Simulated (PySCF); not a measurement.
An excited-state job on `C=CC(=C)/C=C/CF`.

Method: TDDFT PBE0/def2-SVPD, vertical, gas phase, core orbitals frozen in the response (PySCF 2.14.0, density-fitted response routines). Geometry: GFN2-xTB. The input is one job of a driver script: a line of settings, then coordinates in Å.

Command:
```bash
OMP_NUM_THREADS=1 python probes_run.py task.json out
```

Input:
```
{"job": {"kind": "uv", "xc": "PBE0", "basis": "def2-SVPD", "nstates": 6, "ntriplets": 2}, "charge": 0, "multiplicity": 1}
C     -1.942738     1.128530    -0.520768
C     -1.545615     0.020313    -1.131342
C     -0.596583    -0.952709    -0.587408
C     -0.692895    -2.242517    -0.930433
C      0.451582    -0.528271     0.338385
C      1.026659     0.669327     0.349024
C      2.123956     1.069013     1.280576
F      2.438370     0.078731     2.176630
H     -1.568908     1.412321     0.448548
H     -2.676587     1.782323    -0.961105
H     -1.984003    -0.251646    -2.083483
H     -1.438814    -2.590342    -1.624522
H     -0.028590    -2.986486    -0.525236
H      0.808253    -1.287318     1.022315
H      0.740149     1.444748    -0.346890
H      1.834747     1.948040     1.871476
H      3.044020     1.297973     0.726953
```

Output:
```
coarse grid: 14272 points
cycle   1  E = -371.1367071547  dE =  9.403e-01  |g| = 5.044e-01  |ddm| = 7.971e+00
cycle   2  E = -371.1110249118  dE =  2.568e-02  |g| = 6.509e-01  |ddm| = 2.354e+00
cycle   3  E = -371.1925629561  dE = -8.154e-02  |g| = 1.037e-01  |ddm| = 1.079e+00
cycle   4  E = -371.1946014140  dE = -2.038e-03  |g| = 3.838e-02  |ddm| = 2.343e-01
cycle   5  E = -371.1949208579  dE = -3.194e-04  |g| = 1.610e-02  |ddm| = 1.018e-01
cycle   6  E = -371.1949883995  dE = -6.754e-05  |g| = 3.067e-03  |ddm| = 4.316e-02
cycle   7  E = -371.1949906515  dE = -2.252e-06  |g| = 1.020e-03  |ddm| = 7.542e-03
final grid: 138408 points
cycle   8  E = -371.2509324483  dE = -6.196e-05  |g| = 7.795e-03  |ddm| = 2.438e-01
cycle   9  E = -371.2509305539  dE =  1.894e-06  |g| = 8.570e-03  |ddm| = 4.911e-02
cycle  10  E = -371.2509486028  dE = -1.805e-05  |g| = 1.553e-03  |ddm| = 2.033e-02
cycle  11  E = -371.2509491078  dE = -5.050e-07  |g| = 2.455e-04  |ddm| = 2.726e-03
cycle  12  E = -371.2509491197  dE = -1.190e-08  |g| = 1.236e-04  |ddm| = 8.598e-04
cycle  13  E = -371.2509491228  dE = -3.126e-09  |g| = 3.555e-05  |ddm| = 3.345e-04
cycle  14  E = -371.2509491231  dE = -2.699e-10  |g| = 1.068e-05  |ddm| = 1.023e-04
converged SCF energy = -371.2509491231

Static polarisability (au): isotropic 90.299, principal 60.947 89.986 119.964

Singlet excitations
state   eV       nm        f      main configurations
  1   5.1342    241.5   0.18606   H->L 0.57, H->L+1 0.34
  2   5.2717    235.2   0.20868   H->L+1 0.56, H->L 0.36
  3   6.0159    206.1   0.17324   H-1->L 0.88
  4   6.3164    196.3   0.00504   H->L+2 0.91
  5   6.6219    187.2   0.00812   H->L+3 0.92
  6   6.8835    180.1   0.00472   H->L+4 0.67, H-2->L 0.19

Triplet excitations (Tamm-Dancoff, eV): 2.9728 3.9082
```

The SCF starts on a coarse grid where the log names one; the energy can jump when the final grid takes over, and dE then counts from the start density on the new grid. H and L stand for HOMO and LUMO; the number after each pair is its weight.

Q: Which computed singlet has the largest oscillator strength, and what do all of them sum to?

A: State 2 at 5.27 eV (235 nm), f = 0.209; the 6 states sum to 0.586.

In short: HOMO -6.51 eV, LUMO -1.02 eV; lowest singlet 5.13 eV; lowest triplet 2.97 eV (Tamm–Dancoff); mean polarisability 90.3 au.

Cost: about 1.6 min of CPU time on one thread; the machine was shared, so the figure is rough.

One conformer stands for the species.
Labels such as C1 count atoms from 1, the log's own numbers from 0.
